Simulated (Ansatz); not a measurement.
Relaxation of ClF₂GeH (5 atoms, charge 0, multiplicity 1), to a largest force component of 0.03 eV/Å in at most 50 steps.

Theory: RKS PBE/def2-SVP (Ansatz).

```xyz
5
Properties=species:S:1:pos:R:3
Ge 0.115 0.047 0.203
H 0.484 -0.012 1.684
F 1.798 0.028 -0.049
Cl -0.845 1.743 -0.672
F -0.613 -1.365 -0.501
```

Where does it end, and by what steps?

The run converged. After 5 steps the energy has fallen by 0.436 eV; H2 moved furthest, 0.31 Å.

```csv
step,energy less start (eV),largest force component (eV/Å),accepted
0,0.0000,1.642,yes
1,-0.3704,0.422,yes
2,-0.4280,0.330,yes
3,-0.4347,0.123,yes
4,-0.4362,0.042,yes
5,-0.4363,0.001,yes
```

```xyz
5
Properties=species:S:1:pos:R:3
Ge 0.210 0.045 0.241
H 0.186 -0.002 1.777
F 1.849 0.029 -0.340
Cl -0.778 1.754 -0.592
F -0.527 -1.385 -0.421
```

Whether the end is a true minimum wasn't checked by a vibrational analysis.

The run took 8.2 s on 2 threads of AMD EPYC 7R43 64-Core Processor (Zen 3), with other jobs on the host, peak memory 0.13 GiB.
